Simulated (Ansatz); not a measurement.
The cluster CoF₂, relaxed as a doublet with UKS PBE-D4/def2-TZVP in Ansatz, starting from the GFN2-xTB geometry. Force threshold 0.02 eV/Å.

The charge 0 doublet is spin-contaminated (final ⟨S²⟩ up to 1.75, 0.75 for a pure state). At PBE-D4/def2-TZVP a quartet of charge 0 lies 0.70 eV below the doublet, each at its own geometry. The structure comes from a short search, and lower isomers may exist.

Start:

```xyz
3

Co    0.000    0.000    0.000
F    -0.342   -1.374   -0.718
F     0.342    1.374    0.717
```

Q: Estimate the energy that the relaxation releases and the steps that it takes.

A: 53.1 kJ/mol, in 5 steps; 47 s on 4 threads of Arm Neoverse V2 on a shared host. No frequencies were taken in this run, so the end may be a saddle point.

Q: Does the start keep its bonding and symmetry?

A: By distances, no bond broke or formed. The bond that changes most is Co1–F3, from 1.59 to 1.72 Å (atoms count from 1). Point group D∞h at the start, D∞h at the end, both within 0.05 Å.

Q: Predict the relaxed structure.

A: 
```xyz
3

Co    0.0000    0.0000    0.0000
F    -0.3702   -1.4873   -0.7767
F     0.3702    1.4873    0.7766
```
Bond lengths: 2 × Co–F 1.72 Å.
